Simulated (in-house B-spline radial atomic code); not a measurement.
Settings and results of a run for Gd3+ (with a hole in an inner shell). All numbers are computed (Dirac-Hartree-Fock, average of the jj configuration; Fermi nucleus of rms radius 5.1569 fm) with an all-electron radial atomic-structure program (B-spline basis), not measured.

In the input, a minus or plus after the letter marks the j = l - 1/2 or j = l + 1/2 subshell.

Command:
```bash
python run_scf.py task.json out
```
Settings (nuclear radius in fm, mass in u):
```
Z                64
configuration    1s2 2s2 2p-1 2p+4 3s2 3p6 3d10 4s2 4p6 4d10 4f7 5s2 5p6 5d1
hamiltonian      dirac
method           hf
spin_polarised   False
nucleus          fermi
rms_radius       5.1569
atomic_mass      157.92411
speed_of_light   137.035999084
```

Output (hartree, bohr):
```
 radial grid: 72 intervals, B-splines of order 8, outer radius 39.1892 bohr

 iter        energy (Eh)    residual
    1      -10930.174567    8.57e-01
    2      -10953.444780    1.09e+00
    3      -10978.473287    2.71e-01
    4      -10980.125533    9.51e-02
    5      -10980.270571    1.74e-02
    6      -10980.280527    1.58e-02
    7      -10980.285251    2.89e-03
    8      -10980.285389    7.40e-04
    9      -10980.285402    2.69e-05
   10      -10980.285402    9.38e-07
   11      -10980.285402    5.73e-08

 total energy                    -10980.28540
 kinetic                           11937.7842
 electron-nucleus                 -26871.2559
 electron-electron                  3953.1863

 first-order corrections (not in the total)
   Gaunt                            10.5764
   retardation                      -1.1066
   frequency dependence             -0.1580
   self-energy                       8.1345
   Uehling                          -1.3099
   Wichmann-Kroll                    0.0413
   recoil                            0.0258

 orbital      occ     eigenvalue          <r>       <r^2>       <1/r>       r_max    small
 1s1/2      2.000     -1869.4584    0.0218868 0.000653578     71.6822     0.01392  5.69e-02
 2s1/2      2.000      -317.7491    0.0922129   0.0100987     17.2054     0.07881  1.27e-02
 2p1/2      1.000      -303.3379    0.0774381  0.00743061     17.0931     0.05966  1.26e-02
 2p3/2      4.000      -276.7617    0.0837244  0.00852975     15.1765     0.06529  1.18e-02
 3s1/2      2.000       -73.9660     0.240557   0.0662705     6.33498      0.2219  4.11e-03
 3p1/2      2.000       -66.8782     0.230046   0.0616548     6.28425      0.2096  4.09e-03
 3p3/2      4.000       -61.5494     0.242557   0.0682454     5.74398      0.2209  3.79e-03
 3d3/2      4.000       -49.5356     0.214555   0.0541204     5.61796      0.1751  3.66e-03
 3d5/2      6.000       -48.4741     0.218051   0.0557751     5.50403      0.1781  3.60e-03
 4s1/2      2.000       -16.7650     0.544724    0.334622      2.6328      0.5088  1.29e-03
 4p1/2      2.000       -13.8992     0.555933    0.351346     2.53395      0.5129  1.22e-03
 4p3/2      4.000       -12.6839     0.582168    0.385044     2.36859      0.5366  1.13e-03
 4d3/2      4.000        -7.8786     0.614403    0.437144     2.15375      0.5423  9.67e-04
 4d5/2      6.000        -7.6693     0.623268    0.449648     2.11496      0.5497  9.45e-04
 4f5/2      3.000        -2.0338      0.75849    0.717511     1.66546      0.5422  6.20e-04
 4f7/2      4.000        -2.0003     0.766154    0.732526     1.64925      0.5469  6.11e-04
 5s1/2      2.000        -3.3528      1.30942     1.92116     1.00912        1.18  2.70e-04
 5p1/2      2.000        -2.4337      1.43719      2.3278    0.911536       1.272  2.27e-04
 5p3/2      4.000        -2.2490      1.51135     2.57268    0.856904       1.336  2.05e-04
 5d3/2      0.400        -1.1672      2.04592     4.79511     0.62206       1.712  1.12e-04
 5d5/2      0.600        -1.1546      2.07605     4.93266    0.611416        1.74  1.08e-04
```

Cost of the run: 1.6 s on 1 thread of Intel(R) Xeon(R) 6975P-C, on a shared host.

For the Dirac Hamiltonian the kinetic term is c α·p + (β - 1)c².
